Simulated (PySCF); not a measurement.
Compound: C6H3F3O3.
Numbering: `[CH3:1][C:2]([F:3])([F:4])[C:5]1=[C:6]([F:7])[C:8](=[O:9])[O:10][C:11]1=[O:12]`

Cartesian coordinates in Å at the GFN2-xTB level; atoms count from 1:
```
atom  x, y, z in Å
C1    -2.082    0.287   -0.418
C2    -1.106   -0.567    0.370
F3    -1.386   -0.490    1.704
F4    -1.263   -1.879    0.053
C5     0.333   -0.169    0.164
C6     1.403   -0.886   -0.201
F7     1.500   -2.148   -0.534
C8     2.619    0.007   -0.201
O9     3.745   -0.251   -0.460
O10    2.171    1.240    0.179
C11    0.815    1.224    0.405
O12    0.199    2.189    0.715
H13   -3.092   -0.051   -0.198
H14   -1.972    1.326   -0.120
H15   -1.888    0.178   -1.481
```

NICS = −σ at a ghost point: NICS(0) at the centroid of the ring atoms, NICS(1) 1 Å to either side along the normal of their mean plane, zz for the tensor component along that normal. Level: GIAO PBE0/pcSseg-1 (PySCF, non-relativistic, gas phase) on the GFN2-xTB geometry, one conformer.

Ring bond lengths (Å), with Mayer bond orders in brackets: C5–C6 1.338 (1.65), C6–C8 1.509 (0.97), C8–O10 1.365 (1.00), O10–C11 1.376 (0.97), C11–C5 1.494 (0.97).

Q: What do the NICS probes read (ppm)?

A: 
```csv
ring,type,NICS(0),"NICS(1), two faces","NICS(1)zz, two faces",rms pucker (Å),"centre to ring atoms, mean (Å)"
C5–C6–C8–O10–C11,"5-membered ring with O; formal bonds 1 double, 4 single",-3.2,-3.6 / -3.4,-1.2 / -1.1,0.00,1.21
```

Q: What do they say, and how far can they be read as aromaticity?

A: 
- C5–C6–C8–O10–C11: mean NICS(1)zz -1.2 ppm, near zero. That is too small in size for a clear verdict by the NICS criterion.

Q: And the bond-length index? HOMA = 1 − mean of α(R − Ropt)² over the ring bonds, with Krygowski's 1993 parameters (CC: Ropt 1.388 Å, α 257.7 Å⁻²; CO: Ropt 1.265 Å, α 157.38 Å⁻²).

A: 
- C5–C6–C8–O10–C11: HOMA -1.16; the largest term is that of C6–C8, α(R − Ropt)² = 3.76. The geometric and the magnetic index point the same way.

Q: How shielded are the nuclei of the rings and their hydrogens (means over atoms taken as equivalent)?

A: 
```json
{"atoms": "C5", "environment": "fully substituted alkene carbon", "σ isotropic (ppm)": "60.8"}
{"atoms": "C6", "environment": "vinylic C–F carbon", "σ isotropic (ppm)": "20.9"}
{"atoms": "C8", "environment": "anhydride carbonyl carbon", "σ isotropic (ppm)": "24.1"}
{"atoms": "O10", "environment": "anhydride bridging oxygen", "σ isotropic (ppm)": "35.2"}
{"atoms": "C11", "environment": "anhydride carbonyl carbon", "σ isotropic (ppm)": "21.4"}
```
